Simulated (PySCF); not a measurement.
Ionisation energy along the 36-electron series

Calculated with PySCF 2.14 and a two-component X2C-1e Hamiltonian (Gaussian nucleus, no Breit or QED terms), each ion in its own even-tempered basis scaled to its charge; GMP2 freezes [Ne] and drops the highest virtual spinors. Values in eV. NIST values: (m) measured, (s) semi-empirical, (t) theoretical.

| ion | configuration | GHF (screened spin-orbit) | GMP2 (screened spin-orbit) | NIST |
| --- | --- | --- | --- | --- |
| I¹⁷⁺ | [Kr] | 503.87 | 504.99 | 505 ± 3 (t) |
| Xe¹⁸⁺ | [Kr] | 548.87 | 550.01 | 549 ± 3 (t) |
| Cs¹⁹⁺ | [Kr] | 595.66 | 596.81 | 597 ± 4 (t) |

Between Z = 53 and Z = 55 the GMP2 (screened spin-orbit) value grows as Z to the power 4.51.
